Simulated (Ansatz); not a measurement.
`[CH3][Ge]([CH3])([CH3])[Cl]` + H₂ → `[CH3][GeH]([CH3])[Cl]` + CH₄ at 400 K and 1 bar (hydrogenolysis of a Ge–C bond).

Gas-phase electronic energies from Ansatz, PBE0-D4/def2-TZVP geometries. CCSD(T)/CBS is the MP2 limit (def2-TZVPP, def2-QZVPP) plus CCSD(T) − MP2 in def2-TZVPP, frozen cores. This one scheme is used for every species. For Ge outer-core shells are correlated without core-valence functions, which leaves a few kJ/mol of doubt a bond. Scalar relativity is left out up to krypton.

```json
{"species": "`[CH3][Ge]([CH3])([CH3])[Cl]`", "CCSD(T)/CBS energy (Eh)": "-2655.54911", "H − E (kJ/mol)": "334.2", "S (J/(mol·K))": "426.7"}
{"species": "H₂", "CCSD(T)/CBS energy (Eh)": "-1.17544", "H − E (kJ/mol)": "38.0", "S (J/(mol·K))": "139.0"}
{"species": "`[CH3][GeH]([CH3])[Cl]`", "CCSD(T)/CBS energy (Eh)": "-2616.27253", "H − E (kJ/mol)": "250.5", "S (J/(mol·K))": "387.5"}
{"species": "CH₄", "CCSD(T)/CBS energy (Eh)": "-40.46206", "H − E (kJ/mol)": "131.3", "S (J/(mol·K))": "197.2"}
```

H − E and S are ideal-gas, rigid-rotor, harmonic terms from PBE0-D4/def2-TZVP. The MP2-based limit puts H₂ 0.8 mEh under its directly extrapolated value; such offsets cancel only in part. 1 Eh = 2625.50 kJ/mol, R = 8.31446 J/(mol·K).

**Question.** By hand: ΔE, ΔH, ΔS and ΔG.

**Answer.** ΔE = (-2616.27253) + (-40.46206) − (-2655.54911) − (-1.17544) = -0.01004 Eh = -26.4 kJ/mol. Δ(H − E) = 250.5 + 131.3 − 334.2 − 38.0 = 9.6, so ΔH = -16.8 kJ/mol. ΔS = 387.5 + 197.2 − 426.7 − 139.0 = 19.0 J/(mol·K). ΔG = -16.8 − 400 × (19.0)/1000 = -24.4 kJ/mol.

**Question.** By hand: the equilibrium constant, and the temperature at which ΔG would vanish if ΔH and ΔS stayed fixed.

**Answer.** log₁₀ K = −ΔG/(RT ln 10) = 3.2. ΔH and −TΔS have one sign here, so there is no such temperature.

TΔS isn't small against ΔH here. A doubt of 5 kJ/mol in ΔE shifts log₁₀ K by 0.7 here. These are equilibria of isolated gas molecules and say nothing of rates. Largest T1 diagnostic: 0.009 (customary marks: 0.02 for closed shells, 0.045 for open ones).
